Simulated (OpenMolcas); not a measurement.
Computed levels of 2s² 2p² in ions with 6 electrons, in cm-1 above ³P₀.

```json
{
 "Program": "OpenMolcas",
 "Method": "CASSCF",
 "Basis": "ANO-R3",
 "Scalar Hamiltonian": "X2C, finite nucleus",
 "Spin-orbit coupling": "RASSI with atomic mean-field integrals over the reference wave functions, term energies averaged over their components"
}
```

Active space for each ion: 2 electrons in 3 orbitals (2p).

```
Level      C    O2+    F3+   Ne4+
  ³P₁   15.4    110    220    399
  ³P₂   46.2    326    647   1160
  ¹D₂  12616  22805  27831  32970
  ¹S₀  30925  56214  68461  80790
```

Question: Estimate ³P₂, ¹D₂, ¹S₀ for N+ from its neighbours C and O2+.

Answer: ³P₂ is fine structure, which grows about as the fourth power of a screened charge, so the fourth roots are averaged: ((46.2^0.25 + 326^0.25) / 2)^4 = 138. The calculation gives 140, so the estimate is off by -1.4 %; the measured value is 131 (NIST Handbook of Basic Atomic Spectroscopic Data).
¹D₂ is another term, which grows about linearly with the charge: (12616 + 22805) / 2 = 17710. The calculation gives 17793, so the estimate is off by -0.5 %; the measured value is 15316 (NIST Handbook of Basic Atomic Spectroscopic Data).
¹S₀ is another term, which grows about linearly with the charge: (30925 + 56214) / 2 = 43570. The calculation gives 43844, so the estimate is off by -0.6 %; the measured value is 32689 (NIST Handbook of Basic Atomic Spectroscopic Data).

With the s shell closed, the reference lacks s² → p² mixing. Without dynamic correlation excited terms often stand tens of per cent too high (terms of higher spin than the ground term too low), and those without a measured partner can miss by more than the paired ones (holds for C; N+). Computed and measured levels are paired by configuration, term and J; levels that our copy of the source lacks, or whose pairing is in doubt (as where it misses far off the trend of its configuration), stay unpaired and out of the deviations. Only configurations of the active space appear.
